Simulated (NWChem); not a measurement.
System: C4H7N; SMILES CN1C=CC1

Output (shortened):

```
             Northwest Computational Chemistry Package (NWChem) 7.3.0
             --------------------------------------------------------

                             Geometry "geometry" -> ""
                             -------------------------

 Output coordinates in angstroms (scale by  1.889725989 to convert to a.u.)

  No.       Tag          Charge          X              Y              Z
 ---- ---------------- ---------- -------------- -------------- --------------
    1 C                    6.0000     0.03844100     1.75672400     0.18193300
    2 N                    7.0000     0.03251100     0.43558000    -0.41262100
    3 C                    6.0000     0.99135400    -0.55008300    -0.06674500
    4 C                    6.0000     0.10466500    -1.54733800     0.21093000
    5 C                    6.0000    -1.02280900    -0.56330900    -0.05220500
    6 H                    1.0000    -0.81695600     2.34785100    -0.20453300
    7 H                    1.0000     0.96823300     2.28560600    -0.11260000
    8 H                    1.0000    -0.01379300     1.75331800     1.30055000
    9 H                    1.0000     2.08598000    -0.42286400    -0.10493200
   10 H                    1.0000     0.15809500    -2.63409500     0.33828700
   11 H                    1.0000    -1.61432400    -0.25374300     0.83684600
   12 H                    1.0000    -1.71296600    -0.78883200    -0.89439000

 Effective nuclear repulsion energy (a.u.)     171.4545236380

                                 NWChem DFT Module
                                 -----------------

 Summary of "ao basis" -> "ao basis" (spherical)
 ------------------------------------------------------------------------------
       Tag                 Description            Shells   Functions and Types
 ---------------- ------------------------------  ------  ---------------------
 C                          def2-svp                 6       14   3s2p1d
 N                          def2-svp                 6       14   3s2p1d
 H                          def2-svp                 3        5   2s1p

 in cosmo_initialize ...
 calling solv_data for solv:ethanol

 solvent parameters
 solvname_short: ethanol
 solvname_long:  ethanol
 dielec:       24.8520
 dielecinf:     1.8526
 nonaqueous SMD model solvent descriptors
 dielec:       24.8520
 sola:          0.3700
 solb:          0.4800
 solc:          0.0000
 solg:         31.6200
 solh:          0.0000
 soln:          1.3611

          ---------------
          -cosmo- solvent
          ---------------
 Cosmo: York-Karplus, doi: 10.1021/jp992097l
 dielectric constant -eps-     =  24.85
 screen = (eps-1)/(eps    )    =   0.95976
 surface charge correction     = lagrangian

   van der Waals surface
 --------------------------

 ---------- ATOMIC COORDINATES (A.U.) ------------ VDWR(ANG.) --
     1    0.07264296    3.31972700    0.34380352     1.850
     2    0.06143688    0.82312685   -0.77974063     1.890
     3    1.87338742   -1.03950614   -0.12612976     1.850
     4    0.19778817   -2.92404483    0.39859990     1.850
     5   -1.93282875   -1.06449966   -0.09865315     1.850
     6   -1.54382298    4.43679505   -0.38651133     1.200
     7    1.82969506    4.31916906   -0.21278315     1.200
     8   -0.02606499    3.31329059    2.45768313     1.200
     9    3.94193062   -0.79909709   -0.19829273     1.200
    10    0.29875623   -4.97771778    0.63926974     1.200
    11   -3.05063002   -0.47950474    1.58140963     1.200
    12   -3.23703637   -1.49067633   -1.69015203     1.200
 number of segments per atom =        128
 number of   points per atom =        128
 atom (   nspa,  nppa )
 ----------------------
    1 (     56,     0 )       0
    2 (     32,     0 )       0
    3 (     46,     0 )       0
    4 (     53,     0 )       0
    5 (     42,     0 )       0
    6 (     55,     0 )       0
    7 (     57,     0 )       0
    8 (     57,     0 )       0
    9 (     56,     0 )       0
   10 (     56,     0 )       0
   11 (     55,     0 )       0
   12 (     58,     0 )       0
 number of -cosmo- surface points =      623
 molecular surface =    107.598 angstrom**2
 molecular volume  =     88.091 angstrom**3
 -lineq- algorithm             =   0
 -bem- low  level              =   3
 -bem- from -octahedral-
 gaussian surface charge width =   4.50000
 degree of switching           =   1.00000
 switching function tolerance  =   0.00010
 atomic radii =
 --------------
    1  6.000  1.850
    2  7.000  1.890
    3  6.000  1.850
    4  6.000  1.850
    5  6.000  1.850
    6  1.000  1.200
    7  1.000  1.200
    8  1.000  1.200
    9  1.000  1.200
   10  1.000  1.200
   11  1.000  1.200
   12  1.000  1.200
 ...... end of -cosmo- initialization ......

 nat:                    12
 ixmem:                  7844
 calling mnsol_interface()
 G(SMD-CDS) energy (kcal/mol)  =    -1.191
 SMD-CDS SASA (angstrom**2)    =   141.272

            General Information
            -------------------
          SCF calculation type: DFT
          Wavefunction type:  closed shell.
          No. of atoms     :    12
          No. of electrons :    38
           Alpha electrons :    19
            Beta electrons :    19
          Charge           :     0
          Spin multiplicity:     1
          Use of symmetry is: off; symmetry adaption is: off
          Maximum number of iterations: 150
          AO basis - number of functions:   105
                     number of shells:    51
          Convergence on energy requested:  1.00D-06
          Convergence on density requested:  1.00D-05
          Convergence on gradient requested:  5.00D-04

              XC Information
              --------------
                       M05-2X Method XC Functional
                     Hartree-Fock (Exact) Exchange  0.560
                M05-2X metaGGA Exchange Functional  0.440
                      M05-2X Correlation Potential  1.000

             Grid Information
             ----------------
          Grid used for XC integration:  medium
          Radial quadrature: Mura-Knowles
          Angular quadrature: Lebedev.
          Tag              B.-S. Rad. Rad. Pts. Rad. Cut. Ang. Pts.
          ---              ---------- --------- --------- ---------
          C                   0.70       49          11.0       434
          N                   0.65       49           9.0       434
          H                   0.35       45          12.0       434
          Grid pruning is: on
          Number of quadrature shells:   560
          Spatial weights used:  Erf1

      Superposition of Atomic Density Guess
      -------------------------------------

 Sum of atomic energies:        -208.23837677

      Non-variational initial energy
      ------------------------------

 Total energy =    -211.653888
 1-e energy   =    -618.569963
 2-e energy   =     235.461551
 HOMO         =      -0.236318
 LUMO         =       0.028762

   convergence    iter        energy       DeltaE   RMS-Dens  Diis-err
 ---------------- ----- ----------------- --------- --------- ---------
     COSMO gas phase
 d= 0,ls=0.0,diis     1   -211.0624191335 -3.83D+02  6.13D-03  3.02D-01
 d= 0,ls=0.0,diis     2   -211.1009153534 -3.85D-02  2.22D-03  5.70D-02
 d= 0,ls=0.0,diis     3   -211.1050973059 -4.18D-03  1.01D-03  2.31D-02
 d= 0,ls=0.0,diis     4   -211.1078403280 -2.74D-03  2.57D-04  9.75D-04
 d= 0,ls=0.0,diis     5   -211.1079514088 -1.11D-04  9.35D-05  1.35D-04
  Resetting Diis
 d= 0,ls=0.0,diis     6   -211.1079667567 -1.53D-05  2.55D-05  8.98D-06
 d= 0,ls=0.0,diis     7   -211.1079677422 -9.85D-07  1.26D-05  5.86D-07
 d= 0,ls=0.0,diis     8   -211.1079677593 -1.71D-08  5.04D-06  6.78D-07

   convergence    iter        energy       DeltaE   RMS-Dens  Diis-err
 ---------------- ----- ----------------- --------- --------- ---------
     COSMO solvation phase
 d= 0,ls=0.0,diis     1   -211.1158500510 -7.88D-03  1.55D-03  2.48D-03
 d= 0,ls=0.0,diis     2   -211.1164714074 -6.21D-04  3.21D-04  5.66D-04
 d= 0,ls=0.0,diis     3   -211.1165378063 -6.64D-05  1.45D-04  1.24D-04
 d= 0,ls=0.0,diis     4   -211.1165545377 -1.67D-05  3.47D-05  9.48D-06
 d= 0,ls=0.0,diis     5   -211.1165556170 -1.08D-06  1.12D-05  1.59D-06
 d= 0,ls=0.0,diis     6   -211.1165558067 -1.90D-07  3.92D-06  5.22D-08

         Total DFT energy =     -211.116555806690
      One electron energy =     -623.401955666807
           Coulomb energy =      271.629119755642
    Exchange-Corr. energy =      -31.073676767276
 Nuclear repulsion energy =      171.454523638020

             COSMO energy =        0.275433233730

 Numeric. integr. density =       37.999996773257

                                COSMO-SMD solvation results
                                ---------------------------

             internal energy in gas <Psi(g)|H|Psi(g)> =      -211.107967759273
         internal energy in solvent <Psi(s)|H|Psi(s)> =      -211.107151615278
                               delta internal energy  =         0.000816143995 (    0.51 kcal/mol)
   total free energy in solvent <Psi(s)|H+V/2|Psi(s)> =      -211.114658369232
 polarization energy contribution <Psi(s)|V/2|Psi(s)> =        -0.007506753954 (   -4.71 kcal/mol)
    total free energy in solvent including G(SMD-CDS) =      -211.116555806690
                       G(SMD-CDS) energy contribution =        -0.001897437458 (   -1.19 kcal/mol)
     1 M fixed-concentration free energy of solvation =        -0.008588047417 (   -5.39 kcal/mol)

                       DFT Final Molecular Orbital Analysis
                       ------------------------------------

 Vector   17  Occ=2.000000D+00  E=-4.021074D-01
              MO Center=  1.8D-02, -2.9D-01, -3.9D-02, r^2= 3.0D+00
   Bfn.  Coefficient  Atom+Function         Bfn.  Coefficient  Atom+Function
  ----- ------------  ---------------      ----- ------------  ---------------
    60      0.336771   5 C  px               32      0.276414   3 C  px
    46     -0.266314   4 C  px               18      0.262970   2 N  px
    86      0.236055   9 H  s                63      0.183144   5 C  px
    96     -0.166612  11 H  s                21     -0.149338   2 N  px
    59      0.133447   5 C  s                 4      0.126615   1 C  px

 Vector   18  Occ=2.000000D+00  E=-3.495640D-01
              MO Center=  3.4D-02, -1.8D-01, -8.7D-02, r^2= 2.9D+00
   Bfn.  Coefficient  Atom+Function         Bfn.  Coefficient  Atom+Function
  ----- ------------  ---------------      ----- ------------  ---------------
    34     -0.284440   3 C  pz               20      0.275768   2 N  pz
    23     -0.222385   2 N  pz               37     -0.219266   3 C  pz
    48     -0.205383   4 C  pz               62      0.194242   5 C  pz
   101     -0.186834  12 H  s                33     -0.180754   3 C  py
    96      0.154577  11 H  s                81      0.137309   8 H  s

 Vector   19  Occ=2.000000D+00  E=-2.657937D-01
              MO Center=  1.7D-01, -3.6D-01, -6.9D-02, r^2= 2.6D+00
   Bfn.  Coefficient  Atom+Function         Bfn.  Coefficient  Atom+Function
  ----- ------------  ---------------      ----- ------------  ---------------
    20      0.404422   2 N  pz               23     -0.372899   2 N  pz
    48      0.348063   4 C  pz               51      0.332857   4 C  pz
    34      0.203253   3 C  pz               82      0.145571   8 H  s
    37      0.139084   3 C  pz               81      0.139245   8 H  s
    31      0.125429   3 C  s                16      0.106964   2 N  s

 Vector   20  Occ=0.000000D+00  E= 5.800989D-02
              MO Center=  4.2D-01, -7.4D-01,  1.4D-01, r^2= 3.0D+00
   Bfn.  Coefficient  Atom+Function         Bfn.  Coefficient  Atom+Function
  ----- ------------  ---------------      ----- ------------  ---------------
    37      0.619739   3 C  pz               51     -0.604072   4 C  pz
    34      0.399475   3 C  pz               48     -0.363597   4 C  pz
     3     -0.361328   1 C  s                82      0.316664   8 H  s
    97      0.278858  11 H  s                36      0.229419   3 C  py
    23     -0.220487   2 N  pz               72      0.188964   6 H  s

 Vector   21  Occ=0.000000D+00  E= 1.214153D-01
              MO Center= -3.5D-01,  9.9D-01,  1.8D-01, r^2= 6.7D+00
   Bfn.  Coefficient  Atom+Function         Bfn.  Coefficient  Atom+Function
  ----- ------------  ---------------      ----- ------------  ---------------
     3      1.642321   1 C  s                59      1.214861   5 C  s
    77     -0.906911   7 H  s                72     -0.830669   6 H  s
    82     -0.785041   8 H  s               102     -0.746075  12 H  s
    97     -0.741619  11 H  s                17      0.610050   2 N  s
     8      0.509288   1 C  py               87     -0.454694   9 H  s

 Vector   22  Occ=0.000000D+00  E= 1.571192D-01
              MO Center= -7.5D-01, -1.1D+00, -1.4D-02, r^2= 7.6D+00
   Bfn.  Coefficient  Atom+Function         Bfn.  Coefficient  Atom+Function
  ----- ------------  ---------------      ----- ------------  ---------------
    59      1.821139   5 C  s                92     -1.348504  10 H  s
   102     -1.069248  12 H  s                45      0.923168   4 C  s
    97     -0.888379  11 H  s                 3     -0.880418   1 C  s
    17     -0.656812   2 N  s                72      0.647283   6 H  s
    50     -0.593802   4 C  py               77      0.502148   7 H  s

     Multipole analysis of the density
     ---------------------------------

     L   x y z        total         alpha         beta         nuclear
     -   - - -        -----         -----         ----         -------
     0   0 0 0     -0.000000    -19.000000    -19.000000     38.000000

     1   1 0 0     -0.100007     -0.004416     -0.004416     -0.091175
     1   0 1 0      0.292450      0.229123      0.229123     -0.165795
     1   0 0 1      0.312818      0.237328      0.237328     -0.161838

     2   2 0 0    -20.389327    -52.649624    -52.649624     84.909922
     2   1 1 0      0.507311     -0.550989     -0.550989      1.609290
     2   1 0 1     -0.085049     -0.149184     -0.149184      0.213319
     2   0 2 0    -21.280476   -116.957963   -116.957963    212.635450
     2   0 1 1      0.514057     -0.255712     -0.255712      1.025482
     2   0 0 2    -25.239816    -21.676229    -21.676229     18.112642
```

Level: M05-2X/def2-SVP, SMD on the gas-phase geometry. Coordinates come from a PBE-D3(BJ)/def2-SVP optimisation. Solvent: ethanol.

**Question.** Which NWChem input produces such a log?

**Answer.** Several could match; the one computed here: the input that was run:
```
start job
memory heap 200 mb stack 900 mb global 1100 mb
geometry units angstroms noautosym nocenter noautoz
  C      0.038441     1.756724     0.181933
  N      0.032511     0.435580    -0.412621
  C      0.991354    -0.550083    -0.066745
  C      0.104665    -1.547338     0.210930
  C     -1.022809    -0.563309    -0.052205
  H     -0.816956     2.347851    -0.204533
  H      0.968233     2.285606    -0.112600
  H     -0.013793     1.753318     1.300550
  H      2.085980    -0.422864    -0.104932
  H      0.158095    -2.634095     0.338287
  H     -1.614324    -0.253743     0.836846
  H     -1.712966    -0.788832    -0.894390
end
basis spherical
  * library def2-svp
end
dft
  xc m05-2x
  iterations 150
end
cosmo
  do_cosmo_smd true
  solvent ethanol
end
task dft energy
```
